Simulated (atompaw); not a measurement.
Scattering properties, PAW (atompaw) potential for B (Z = 5)

| Item | Value |
| --- | --- |
| Element | boron (B) |
| Generator | atompaw 4.2.0.5 |
| Type | PAW |
| Functional | PBE |
| Relativity | scalar-relativistic |
| Frozen core | [He] |
| Valence charge | 3 |
| Reference configuration | 2s2 2p1 |
| Partial waves | 2s (bound): rc 1.25 bohr; 2s channel at -0.15 Ry: rc 1.25 bohr; 2p (bound): rc 3.00 bohr; 2p channel at 2.6 Ry: rc 3.00 bohr; 3d channel at 0.25 Ry: rc 3.00 bohr |
| Local potential | bessel scheme, radius 2.05 bohr |
| Core correction | smooth core density matched at 1.60 bohr |
| Augmentation charge | besselshape compensation charge, radius 2.85 bohr; PAW radius 3.00 bohr; waves and projectors: custom rrkj vanderbiltortho |

The phase is arctan(r·u′/u) with u = r·R(r), unwrapped; energies in Ry, scanned from -3 to 5 Ry. A pole is an energy at which the radial function vanishes at the test radius. The pseudo phase is shifted by a multiple of π to meet the all-electron one at the reference energy, and phase errors are pseudo minus all-electron; the curves can meet again beyond the range given. Levels narrower than the energy grid can be missing from the lists of poles.

```
channel  radius (bohr)  reference energy (Ry)  poles, all-electron  poles, pseudo  unbroken range about the reference energy with phases within 0.05 rad  phase error 1 Ry above the reference energy (rad)
      s           3.02                  -0.69          -0.39, 3.73    -0.39, 3.74                                                        the whole range                                             +0.000
      p           3.02                  -0.27           0.10, 3.53     0.09, 3.45                                                              below 1.1                                             -0.021
      d           3.02                   0.25                 2.27           2.34                                                              below 3.3                                             +0.011
```

Phases in the p channel:

| E (Ry) | all-electron | pseudo |
| --- | --- | --- |
| -3.00 | 1.372 | 1.375 |
| -2.52 | 1.351 | 1.355 |
| -2.04 | 1.322 | 1.325 |
| -1.56 | 1.277 | 1.278 |
| -1.08 | 1.186 | 1.186 |
| -0.60 | 0.841 | 0.838 |
| -0.12 | -1.317 | -1.319 |
| 0.36 | -1.717 | -1.726 |
| 0.84 | -1.932 | -1.959 |
| 1.32 | -2.447 | -2.549 |
| 1.80 | -3.922 | -3.976 |
| 2.28 | -4.436 | -4.439 |
| 2.76 | -4.594 | -4.594 |
| 3.24 | -4.676 | -4.682 |
| 3.72 | -4.734 | -4.752 |
| 4.20 | -4.787 | -4.830 |
| 4.68 | -4.849 | -4.958 |
